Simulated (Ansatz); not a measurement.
The same path of F3H3OSi2 + H2 (11 atoms, charge 0, multiplicity 1) was run twice with different band settings. Lost on the way: Si1–O2, H10–H11. Made: Si1–H10, O2–H11.

Method: Ansatz 0.2.0, RKS PBE/def2-SVP.

Relaxed end points:

```xyz
11
Properties=species:S:1:pos:R:3
Si -0.258 0.532 0.006
O -0.851 0.670 1.510
Si -1.417 -0.154 2.874
H -2.525 -1.085 2.475
H -0.291 -0.933 3.489
H -1.921 0.882 3.830
F 1.106 1.372 -0.146
F -1.307 1.086 -1.081
F 0.061 -1.010 -0.361
H 1.163 -2.692 1.073
H 1.476 -3.138 1.615
```

```xyz
11
Properties=species:S:1:pos:R:3
Si 0.110 -0.417 -0.405
O 0.057 -0.860 2.126
Si -1.281 -0.445 3.098
H -2.435 -1.203 2.522
H -1.029 -0.880 4.517
H -1.547 1.034 3.089
F 1.425 0.322 0.215
F -1.247 0.352 0.057
F 0.212 -0.101 -1.996
H 0.086 -1.886 -0.269
H 0.886 -0.385 2.329
```

Common settings: movable images 5; climbing image yes; spring 5.0 eV/Å²; optimiser quadratic models (default); force threshold 0.03 eV/Å; iteration limit 60; end points relaxed.

| run | start path |
| --- | --- |
| 1 | through a guess of the saddle point |
| 2 | straight line |

Question: What does each run give, and how far can it be trusted?

Answer: Run 1: converged after 26 iterations, highest image 1.835 eV above the first end. Neighbouring images differ by up to 1.7 eV, so the band resolves the path poorly. A vibrational analysis at the climbing image gives one clearly imaginary mode, 1089i cm⁻¹: a first-order saddle point.
Run 2: converged after 38 iterations, highest image 1.835 eV above the first end. Neighbouring images differ by up to 1.7 eV, so the band resolves the path poorly. Another band between the same ends (5 images) ends at a top of the same energy, where a vibrational analysis finds 1 clearly imaginary mode.
The orbitals stay closed-shell, which can raise the energy where a bond breaks towards radicals; this wasn't checked here.
